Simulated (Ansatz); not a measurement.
`OB[SiH2][SiH2]F` + H₂O → `OBO` + `F[SiH2][SiH3]`  (formal hydrolysis of a B–Si bond)

Calculated with Ansatz (gas phase, PBE0-D4/def2-TZVP geometries, no zero-point term in ΔE). CCSD(T)/CBS is the MP2 limit (def2-TZVPP, def2-QZVPP) plus CCSD(T) − MP2 in def2-TZVPP, frozen cores. This one scheme is used for every species. Functionals use def2-TZVPP. B3LYP here is the variant with VWN-RPA as its local correlation; programs differ in this. One conformer a species, not always the lowest.

CCSD(T)/CBS gives -147.7 kJ/mol.

Problem. Another level gave -153.6 kJ/mol. Which?
A. r2SCAN/def2-TZVPP
B. B3LYP/def2-TZVPP
C. PBE0-D4/def2-TZVPP
D. PBE0/def2-TZVPP

Solution. A. r2SCAN -153.6, PBE0-D4 -143.8, B3LYP -160.7, PBE0 -148.4 kJ/mol.

Largest T1 diagnostic among the species: 0.014.

The D4 term adds +8.2 kJ/mol with B3LYP and +4.7 kJ/mol with PBE0; it sums over pairs of atoms, weighted by their polarisabilities, and B3LYP, whose exchange is more repulsive, gets the larger term. In def2-TZVPP, CCSD(T) changes the Hartree–Fock value by +31.3 kJ/mol (the triples alone add +4.4 kJ/mol) and MP2 by +26.9 kJ/mol. From PBE to PBE0 (25 % exact exchange), in def2-TZVPP and without D4, ΔE moves by −6.0 kJ/mol.
